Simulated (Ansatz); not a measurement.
Input file for Ansatz (a program for electronic structure): R-B97M-V/def2-TZVPP on Cl4Ti (SMILES [Cl][Ti]([Cl])([Cl])[Cl]).

Ansatz 0.2 input:
```yaml
crystal:
  periodic: [false, false, false]
  atoms:
    - {symbol: Ti, position_ang: [-0.00000000, -0.00000000, -0.00000000]}
    - {symbol: Cl, position_ang: [1.25673622, 1.25673622, 1.25673622]}
    - {symbol: Cl, position_ang: [1.25673622, -1.25673622, -1.25673622]}
    - {symbol: Cl, position_ang: [-1.25673622, 1.25673622, -1.25673622]}
    - {symbol: Cl, position_ang: [-1.25673622, -1.25673622, 1.25673622]}
basis:
  gaussian:
    orbitals: def2-TZVPP
hamiltonian:
  xc: {name: B97M-V}
scf: {lower_state_search: off}
```

### Question
Give the final energy of this run.

### Answer
-2689.9276 hartree.

### Question
How many basis functions does it have, and what does it roughly cost on one machine?

### Answer
232 functions; roughly 11 core-seconds.
